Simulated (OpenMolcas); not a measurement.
Lines of As: computed and rescaled rates

```yaml
Program: OpenMolcas 26.06
Method: CASSCF
Basis: ANO-RCC-VTZP [6s5p3d1f]
Scalar_Hamiltonian: DKH2, point nucleus
Active_space: 3 electrons in 3 orbitals (4p)
State_averaging: 2S+1 = 4 odd, 1 root; 2S+1 = 2 odd, 8 roots
Spin-orbit_coupling: RASSI with atomic mean-field integrals over the reference wave functions, term energies averaged over their components
```

Rates come from the transition moments of the reference wave functions (E1 and E2 in the length form). At fixed line strength A goes as λ^-3 for E1 and M1 and as λ^-5 for E2, so a rate at the computed wavelength can be rescaled to the measured one. Measured vacuum wavelengths follow from level energies in NIST Handbook of Basic Atomic Spectroscopic Data. Branching counts decays inside the model space alone, at computed energies, and the table is only a selection of the E2 and M1 lines, drawn from those between levels with measured partners whose computed energy lies within a factor of 1.5 of the measured one.

| Upper | Lower | Type | λ computed (nm) | λ measured (nm) | A computed (s-1) | A rescaled (s-1) | Branching % |
| --- | --- | --- | --- | --- | --- | --- | --- |
| 4s2 4p3 2P* 1/2 | 4s2 4p3 2D* 5/2 | E2 | 1045 | 1375 | 2.63e-01 | 6.67e-02 | 16.1 |
| 4s2 4p3 2P* 1/2 | 4s2 4p3 2D* 3/2 | E2 | 1025 | 1317 | 4.26e-01 | 1.22e-01 | 26.0 |
| 4s2 4p3 2P* 1/2 | 4s2 4p3 2D* 3/2 | M1 | 1025 | 1317 | 3.01e-01 |  | 18.4 |
| 4s2 4p3 2P* 3/2 | 4s2 4p3 2D* 5/2 | E2 | 1019 | 1293 | 5.11e-01 | 1.55e-01 | 16.6 |
| 4s2 4p3 2P* 3/2 | 4s2 4p3 2D* 5/2 | M1 | 1019 | 1293 | 2.77e-01 |  | 9.0 |
| 4s2 4p3 2P* 3/2 | 4s2 4p3 2D* 3/2 | M1 | 1001 | 1241 | 5.16e-01 |  | 16.7 |
| 4s2 4p3 2P* 3/2 | 4s2 4p3 2D* 3/2 | E2 | 1001 | 1241 | 2.27e-01 | 7.75e-02 | 7.4 |
| 4s2 4p3 2D* 3/2 | 4s2 4p3 4S* 3/2 | M1 | 688.2 | 944 | 3.01e-02 |  | 88.3 |
| 4s2 4p3 2D* 3/2 | 4s2 4p3 4S* 3/2 | E2 | 688.2 | 944 | 3.99e-03 |  | 11.7 |
| 4s2 4p3 2D* 5/2 | 4s2 4p3 4S* 3/2 | E2 | 679.7 | 916.2 | 6.56e-03 |  | 89.5 |
| 4s2 4p3 2D* 5/2 | 4s2 4p3 4S* 3/2 | M1 | 679.7 | 916.2 | 7.04e-04 |  | 9.6 |
| 4s2 4p3 2P* 1/2 | 4s2 4p3 4S* 3/2 | M1 | 411.8 | 549.9 | 6.45e-01 |  | 39.4 |
| 4s2 4p3 2P* 3/2 | 4s2 4p3 4S* 3/2 | M1 | 407.8 | 536.3 | 1.55e+00 |  | 50.4 |

Spin-changing lines and M1 lines between different terms are not rescaled, since their strength hangs on the term gaps too.

The largest correction is for 4s2 4p3 2P* 1/2 → 4s2 4p3 2D* 5/2 (E2): 2.63e-01 × (1045 / 1375)^5 = 6.67e-02 s-1, a factor of 0.25.

No measured rate stands beside these. Rescaling mends the energy factor alone: line strengths can still be far off where a level mixes with configurations outside the active space, and weak or spin-changing lines hang on small mixing coefficients that depend on the term gaps too, so rescaling need not improve them.

Without dynamic correlation excited terms often stand tens of per cent too high (terms of higher spin than the ground term too low), and those without a measured partner can miss by more than the paired ones. With the s shell closed, the reference lacks s² → p² mixing. Measured partners are found by configuration, term and J. A level has none where our copy of the source lacks it or the pairing is in doubt (some pairs that miss far off the trend of their configuration count as doubtful). Levels of configurations outside the active space are missing.

* marks odd parity.
